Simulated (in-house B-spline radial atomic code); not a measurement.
**Binding energies in Hg4+**

NIST's tabulated ground configuration is [Xe] 4f14 5d8; each binding energy is the energy of the ion with one electron taken from that subshell, relaxed, less that of the parent. Method: Dirac-Hartree-Fock, average of configuration, Fermi nucleus of rms radius 5.4648 fm. Calculated with an all-electron radial atomic-structure program (B-spline basis). Energies include first-order Breit, QED and recoil terms.

```csv
subshell,X-ray name,binding energy (eV),-ε (eV),relaxation (eV)
1s,K,83159.3,83705.7,92.1
2s,L1,14911.6,15024.7,54.8
2p1/2,L2,14271,14388.0,59.7
2p3/2,L3,12345.4,12437.0,55.8
3s,M1,3631.4,3673.6,30.3
3p1/2,M2,3346,3388.6,31.5
3p3/2,M3,2914.8,2950.7,29.4
4s,N1,870.3,885.2,12.2
4p1/2,N2,747.7,762.2,12.1
4p3/2,N3,643,655.1,10.9
5s,O1,185.8,189.0,2.7
4f5/2,N6,163,173.0,10.1
4f7/2,N7,159,168.6,9.9
5p1/2,O2,143.1,145.9,2.4
5p3/2,O3,124.5,126.5,1.9
5d,"O4,5",63.47,64.61,1.15
```

Relaxation = -ε minus the binding energy without Breit, QED and recoil terms.

Emission lines follow as differences of binding energies, with λ = 12398.42 eV·Å / E:

| line | holes | energy (eV) | wavelength (Å) |
| --- | --- | --- | --- |
| K-L3 | 1s → 2p3/2 | 70813.9 | 0.17508 |
| K-L2 | 1s → 2p1/2 | 68888.3 | 0.17998 |
| K-M3 | 1s → 3p3/2 | 80244.5 | 0.15451 |
| L1-M3 | 2s → 3p3/2 | 11996.8 | 1.0335 |
| L3-M1 | 2p3/2 → 3s | 8714.0 | 1.4228 |

(1) What screening constant σ does Moseley's law, E = (3/4)·13.6057 eV·(Z - σ)², need for K-L3?

Moseley's non-relativistic formula needs a falling, then negative, screening constant for heavy elements, because relativity binds the 1s electron more strongly than the formula allows.

(2) What does it cost to remove both a 3p1/2 and a 5p3/2 electron?

(3) What does it cost to remove both a 4f7/2 and a 4f5/2 electron?

(4) What does it cost to remove both a 3p3/2 and a 4p1/2 electron?

Results:

(1) σ = -3.30.

(2) 3492.3 eV, which is 21.85 eV more than the two single binding energies together.

(3) 354.45 eV, which is 32.39 eV more than the two single binding energies together.

(4) 3703.6 eV, which is 41.19 eV more than the two single binding energies together.
